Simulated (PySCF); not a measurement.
Magnetic shielding above rings: a mixed set.

Probes without a nucleus sit at each ring's centroid and 1 Å off its mean plane on both sides; NICS is minus the shielding there, NICSzz its component along the normal. Level: GIAO PBE0/pcSseg-1 (PySCF, non-relativistic, gas phase) on the GFN2-xTB geometries, one conformer each. Atom numbers follow the mapped SMILES.

Problem. Order these rings by mean NICS(1)zz, lowest (most negative) first (ppm).
A. ring C2–Si3–C4–C5 in `[CH3:1][C@@H:2]1[SiH2:3][CH:4]=[C:5]1[C:6]#[C:7][CH2:8][NH2:9]`
B. ring C5–C6–C7–C8–C9–C10 in `[CH3:1][CH2:2][P:3]([CH3:4])[c:5]1[cH:6][cH:7][cH:8][cH:9][cH:10]1`
C. ring C7–C8–C9 in `[CH:1]#[C:2][C@H:3]([S:4][S:5][CH3:6])[CH:7]1[CH2:8][CH2:9]1`
D. ring N5–C6–C7–N10–N11 in `[CH3:1][C:2]([CH3:3])([CH3:4])[n:5]1[cH:6][c:7]([C:8]#[N:9])[n:10][n:11]1`
E. ring Si3–C4–C5–C6–C7 in `[SiH3:1][O:2][SiH:3]1[CH2:4][CH:5]=[CH:6][CH2:7]1`
F. ring C6–C7–C8–C9 in `[CH2:1]=[N:2][C:3]1=[CH:4][SiH2:5][C@H:6]2[CH2:7][C@@H:8]1[CH2:9]2`

Solution. D (-31.3), B (-28.4), C (-22.1), E (-1.7), F (-0.3), A (2.9).

| SMILES | ring | NICS(0) | NICS(1) | NICS(1)zz | HOMA | rms pucker (Å) | ring atoms with four or more neighbours |
| --- | --- | --- | --- | --- | --- | --- | --- |
| CC(C)(C)n1cc(C#N)nn1 | 5-membered ring with 3 N; formal bonds all aromatic | -13.0 | -13.1 | -31.3 | 0.93 | 0.00 | 0 |
| CCP(C)c1ccccc1 | 6-membered carbocycle; formal bonds all aromatic | -7.9 | -11.2 | -28.4 | 1.00 | 0.00 | 0 |
| C#C[C@H](SSC)C1CC1 | 3-membered carbocycle; formal bonds all single | -43.3 | -8.6 | -22.1 | – | 0.00 | 3 |
| [SiH3]O[SiH]1CC=CC1 | 5-membered ring with Si; formal bonds 1 double, 4 single | -1.3 | -2.7 | -1.7 | – | 0.01 | 3 |
| C=NC1=C[SiH2][C@H]2C[C@@H]1C2 | 4-membered carbocycle; formal bonds all single | -1.0 | -0.2 | -0.3 | – | 0.16 | 4 |
| C[C@@H]1[SiH2]C=C1C#CCN | 4-membered ring with Si; formal bonds 1 double, 3 single | 0.0 | -2.5 | 2.9 | – | 0.00 | 2 |

NICS(0) gives another order. The isotropic NICS(1) gives another order. HOMA uses Krygowski's 1993 parameters; it is left out where a ring has a four-coordinate atom, a triple bond, no multiple bond or a kind of bond without parameters. NICS(1) and NICS(1)zz are means over the two faces.
